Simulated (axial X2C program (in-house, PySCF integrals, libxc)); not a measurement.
# CsH: cheaper levels and CCSD(T), 2c

All values were computed with an axial X2C code built on PySCF integrals. Two-component (2c) means X2C with spin–orbit coupling and atomic mean-field two-electron Coulomb and Gaunt terms. Basis: Cs dyall-cv3z [15s15p9d4f1g], H dyall-v3z [6s2p1d] (cores contracted in-house); Gaussian nuclei, density fitting, unrestricted open shells. Masses: Cs 132.905 u, H 1.008 u.

State: Ω = 0 (closed shell); fragments Cs + H.

| level | Re (Å) | ωe (cm⁻¹) | De (eV) |
| --- | --- | --- | --- |
| PBE0 | 2.474 | 897.7 | 1.77 |
| HF | 2.587 | 854.5 | 0.909 |
| MP2 | 2.486 | 911.0 | 1.55 |
| CCSD | 2.512 | 885.3 | 1.77 |
| PBE | 2.476 | 875.6 | 1.82 |

Correlated methods: 10 electrons correlated (number of frozen shells: Cs 4 s, 3 p, 2 d; H none), 228 virtual spin orbitals or spinors in MP2, 90 natural virtuals in coupled cluster.

CCSD(T), same Hamiltonian and basis:

Re = 2.505 Å, ωe = 888.6 cm⁻¹, De = 1.77 eV; T1 = 0.010 (Lee–Taylor normalisation).

Q: Give the differences from CCSD(T) in the columns below.

A: 

| level | ΔRe (Å) | Δωe (cm⁻¹) | ΔDe (eV) |
| --- | --- | --- | --- |
| PBE0 | -0.031 | 9 | 0.00 |
| HF | 0.082 | -34 | -0.86 |
| MP2 | -0.019 | 22 | -0.22 |
| CCSD | 0.007 | -3 | 0.00 |
| PBE | -0.029 | -13 | 0.05 |

The state is one determinant whose occupation by symmetry is held fixed; it was picked as the lowest of a PBE0 search that is not exhaustive. The closed shell is kept restricted, so the energy runs too high when the bond is stretched far. De is counted from the lowest determinant-based energies of the atoms at the same level, without counterpoise correction. CCSD and (T) use frozen natural virtuals with an MP2 correction for the truncation; (T) itself is uncorrected, so its De runs slightly low.
